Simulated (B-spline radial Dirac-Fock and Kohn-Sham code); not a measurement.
# How the settings move the core levels of Te⁵⁺

ΔSCF core binding energies without Breit or QED terms, calculated with a B-spline atomic structure program. Keys: rel is the Hamiltonian (dirac, or spin-free x2c and nr, where L3 and M5 stand for the whole 2p and 3d shells), method is hf or an exchange,correlation pair (spin-unpolarised, also for the hole states), nuc the nuclear model, radius_factor scales its radius, rmax is the box in bohr, h the logarithmic mesh step, order the B-spline order, points the quadrature points per cell, c_factor scales the speed of light, and damp, ndamp, maxit and tol steer the iteration. The run stops when the commutator error falls below 10·tol·max(1, Z/10), or the numerical noise floor, and the energy has settled to about 1e-8 Ha; the virial ratio is −V/T.

Base input:

```json
{"items": [{"Z": 52, "q": 5, "cfg": [[1, 0, 2], [2, 0, 2], [2, 1, 6], [3, 0, 2], [3, 1, 6], [3, 2, 10], [4, 0, 2], [4, 1, 6], [4, 2, 10], [5, 0, 1]], "A": 130, "rrms": 4.7423, "do": "settings", "holes": ["K", "L3", "M5"],
  "settings": [{"rel": "dirac", "method": "hf", "nuc": "fermi", "radius_factor": 1.0, "rmax": 45.0, "h": 0.3, "order": 8, "points": 10, "c_factor": 1.0, "maxit": 60, "damp": 0.5, "ndamp": 3, "tol": 1e-08}]}]}
```

The ground state converged in 10 iterations, with total energy -6788.38473 Ha, virial ratio 1.94554 and highest orbital energy -69.17 eV. ΔSCF binding energies: K (1s) 31993.8 eV, L3 (2p3/2) 4421.5 eV, M5 (3d5/2) 643.4 eV.

Changes from the base run:

```
                                changed setting  Δ total energy (Ha)  Δ K (eV)  Δ L3 (eV)  Δ M5 (eV)  iterations
                                 c_factor = 0.9            -46.75432   +315.64      -1.27      -3.07          10
                                     damp = 0.0              0.00000      0.00       0.00       0.00          10
                                method = "b88,"             -0.86943    +30.50     -21.94      -5.16           9
radius_factor = 2.0; c_factor = 0.9; damp = 0.0                    ?         ?          ?          ?           ?
       method = "b88,"; h = 0.5; c_factor = 0.9            -47.76422   +348.49     -22.75      -7.80           9
                                        h = 0.5             +0.14665     +0.39      +0.38      +0.47          10
                                    tol = 1e-06              0.00000      0.00       0.00       0.00           8
```

Q: What does the change radius_factor = 2.0; c_factor = 0.9; damp = 0.0 do?

A: The total energy moves by -46.10901 Ha and the binding energies by K +308.27 eV, L3 -1.22 eV, M5 -3.06 eV; the run takes 10 iterations.
